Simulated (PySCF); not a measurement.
Hf(Me)(H)3 (CH6Hf), SMILES [CH3][HfH3], multiplicity 1. Atoms are numbered in the order given.

```xyz
8

Hf     0.0000     0.0000     0.2267
C      0.0000     0.0000    -1.9464
H      0.8881     0.5128    -2.3402
H     -0.8881     0.5128    -2.3402
H      0.0000    -1.0255    -2.3402
H      1.5335     0.8854     0.7910
H     -1.5335     0.8854     0.7910
H      0.0000    -1.7707     0.7910
```
Charge 0, spin multiplicity 1.

Geometry optimised at r2SCAN-D4/def2-TZVP. The multiplicity is an assumed one; other spin states were not compared. The def2 effective core potentials stand for the cores of Hf; spin–orbit coupling is left out.

Level of theory: r2SCAN-D4/def2-TZVP (PySCF).

Frequencies are harmonic and unscaled.

Modes within 1.5 cm⁻¹ of each other (mostly degenerate sets) share a row, with their intensities summed.

Problem. Give all harmonic wavenumbers and intensities. (Estimate from the structure and the level; the computed values follow.)

Solution. 
```
mode   ν (cm⁻¹)  IR (km/mol)  moving atoms (share of kinetic energy)
-----  --------  -----------  --------------------------------------
1           118          0.0                                 H 100 %
2–3         263         13.1                                  H 98 %
4           479          2.5                          C 50 %, H 47 %
5–6         499        114.2                          H 83 %, C 15 %
7           592        288.2                          H 77 %, C 18 %
8–9         651         99.6                                  H 99 %
10         1152         22.4                          H 76 %, C 24 %
11–12      1401         19.8                                  H 95 %
13–14      1678       1025.5                                  H 99 %
15         1726        154.4                                 H 100 %
16         2978          0.5                                  H 97 %
17–18      3069          9.7                           H 91 %, C 9 %
```
